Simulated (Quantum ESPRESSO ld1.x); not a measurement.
Q: The mean radii <r> (bohr) of the occupied orbitals of an atom or ion are listed with their occupations. Calculated with ld1.x of Quantum ESPRESSO 7.5: scalar-relativistic Kohn-Sham, PW91, spin-unpolarised, spherical densities, point nucleus.

orbital  occ.      <r>
1s          2  0.02665
2s          2   0.1146
2p          6   0.1003
3s          2   0.3063
3p          6   0.3043
3d         10   0.2807
4s          2   0.7142
4p          6   0.7601
4d         10   0.8567
5s          1    1.600

Name the element and its charge.

A: Z = 54, xenon, charge +7: Xe7+ in [Kr] 4d10 5s1. The 1s radius gives Z: for a bare nucleus <r> = (2 gamma + 1)/(2Z) with gamma = sqrt(1 - (Z/c)^2), 0.02628 bohr for Z = 54, and screening makes it slightly larger (0.02665 here). The occupations add up to 47, and the charge is Z minus that.
